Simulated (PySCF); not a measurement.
Species: H6P2Si2.
SMILES with atom numbers: `[SiH2:1]1[PH:2][SiH2:3][PH:4]1` (hydrogens: H5, H6 on Si1; H7 on P2; H8, H9 on Si3; H10 on P4)

The same species was optimised twice, with GFN2-xTB and with PBE0-D3(BJ)/def2-SVP (PySCF), and the same property calculations (PySCF, gas phase) were run on both structures.

| coordinate | GFN2-xTB | PBE0-D3(BJ)/def2-SVP | change |
| --- | --- | --- | --- |
| P2–H7 (Å) | 1.381 | 1.434 | +0.053 |
| P4–H10 (Å) | 1.382 | 1.435 | +0.053 |
| Si1–H6 (Å) | 1.461 | 1.494 | +0.033 |
| Si3–H8 (Å) | 1.461 | 1.494 | +0.033 |
| Si3–H9 (Å) | 1.461 | 1.494 | +0.033 |
| Si1–H5 (Å) | 1.461 | 1.493 | +0.032 |
| Si1–P2 (Å) | 2.268 | 2.289 | +0.021 |
| P2–Si3 (Å) | 2.268 | 2.288 | +0.020 |
| Si1–P4 (Å) | 2.269 | 2.288 | +0.019 |
| Si3–P4 (Å) | 2.268 | 2.287 | +0.019 |
| Si1–P2–Si3 (°) | 83.2 | 76.3 | -6.9 |
| Si1–P4–Si3 (°) | 83.3 | 76.4 | -6.9 |
| Si1–P4–H10 (°) | 95.5 | 89.7 | -5.8 |
| Si1–P2–H7 (°) | 95.5 | 89.8 | -5.7 |
| P2–Si3–H9 (°) | 113.8 | 108.2 | -5.6 |
| Si3–P2–H7 (°) | 95.6 | 90.0 | -5.6 |
| P2–Si1–H5 (°) | 114.0 | 108.6 | -5.4 |
| Si3–P4–H10 (°) | 95.3 | 90.1 | -5.2 |

Rotational constants: A = 3191, B = 2593, C = 1513 MHz (GFN2-xTB) against A = 3409, B = 2395, C = 1541 MHz (PBE0-D3(BJ)/def2-SVP). Point groups within 0.08 Å: C2h and C2v. Atoms that the bonding makes alike are paired by their places after alignment.

On the GFN2-xTB structure: lowest singlet, TDDFT (eV) 4.45 [PBE0/def2-SVPD]; lowest triplet, Tamm–Dancoff (eV) 4.03 [PBE0/def2-SVPD]; isotropic polarisability (au) 105.0 [PBE0/def2-SVPD]; HOMO (eV) -6.59 [PBE0/def2-SVPD]; LUMO (eV) -0.95 [PBE0/def2-SVPD]; dipole (D) 0.01 [PBE0/def2-SVPD]; HOMO (eV) -6.69 [PBE0/pcSseg-1]; LUMO (eV) -1.03 [PBE0/pcSseg-1]; dipole (D) 0.01 [PBE0/pcSseg-1]; GIAO shielding of Si1/Si3 (mean) (ppm) 410.5 [PBE0/pcSseg-1]; GIAO shielding of P2/P4 (mean) (ppm) 589.3 [PBE0/pcSseg-1]; Si1s of Si1 (eV) 1846.45 [delta-SCF UKS SCAN, pcX-2 on the ionised atom, pcseg-1 elsewhere, spin-free X2C]; Si2p of Si1 (eV) 106.95 [delta-SCF UKS SCAN, pcX-2 on the ionised atom, pcseg-1 elsewhere, spin-free X2C]; P1s of P2 (eV) 2149.15 [delta-SCF UKS SCAN, pcX-2 on the ionised atom, pcseg-1 elsewhere, spin-free X2C]; P2p of P2 (eV) 135.99 [delta-SCF UKS SCAN, pcX-2 on the ionised atom, pcseg-1 elsewhere, spin-free X2C].

Problem. What do these properties become on the PBE0-D3(BJ)/def2-SVP structure?

Solution. 
```tsv
property	level	on GFN2-xTB	on PBE0-D3(BJ)/def2-SVP	change
lowest singlet, TDDFT (eV)	PBE0/def2-SVPD	4.45	4.92	+0.47
lowest triplet, Tamm–Dancoff (eV)	PBE0/def2-SVPD	4.03	4.30	+0.27
isotropic polarisability (au)	PBE0/def2-SVPD	105.0	107.7	+2.7
HOMO (eV)	PBE0/def2-SVPD	-6.59	-6.83	-0.24
LUMO (eV)	PBE0/def2-SVPD	-0.95	-0.73	+0.22
dipole (D)	PBE0/def2-SVPD	0.01	0.63	+0.62
energy, GFN2-xTB geometry as zero (kcal/mol)	PBE0/def2-SVPD	0.0	-4.2	-4.2
HOMO (eV)	PBE0/pcSseg-1	-6.69	-6.94	-0.25
LUMO (eV)	PBE0/pcSseg-1	-1.03	-0.67	+0.36
dipole (D)	PBE0/pcSseg-1	0.01	0.82	+0.81
energy, GFN2-xTB geometry as zero (kcal/mol)	PBE0/pcSseg-1	0.0	-3.3	-3.3
GIAO shielding of Si1/Si3 (mean) (ppm)	PBE0/pcSseg-1	410.5	393.5	-17.0
GIAO shielding of P2/P4 (mean) (ppm)	PBE0/pcSseg-1	589.3	514.6	-74.7
Si1s of Si1 (eV)	delta-SCF UKS SCAN, pcX-2 on the ionised atom, pcseg-1 elsewhere, spin-free X2C	1846.45	1846.62	+0.17
Si2p of Si1 (eV)	delta-SCF UKS SCAN, pcX-2 on the ionised atom, pcseg-1 elsewhere, spin-free X2C	106.95	107.09	+0.14
P1s of P2 (eV)	delta-SCF UKS SCAN, pcX-2 on the ionised atom, pcseg-1 elsewhere, spin-free X2C	2149.15	2149.37	+0.22
P2p of P2 (eV)	delta-SCF UKS SCAN, pcX-2 on the ionised atom, pcseg-1 elsewhere, spin-free X2C	135.99	136.15	+0.16
```

The heavy atoms differ by 0.206 Å rms after alignment. Among all bonds P2–H7 and P4–H10 change most and about equally (+0.053 Å). Changes are differences of the printed values. Neither structure is proved a minimum here.
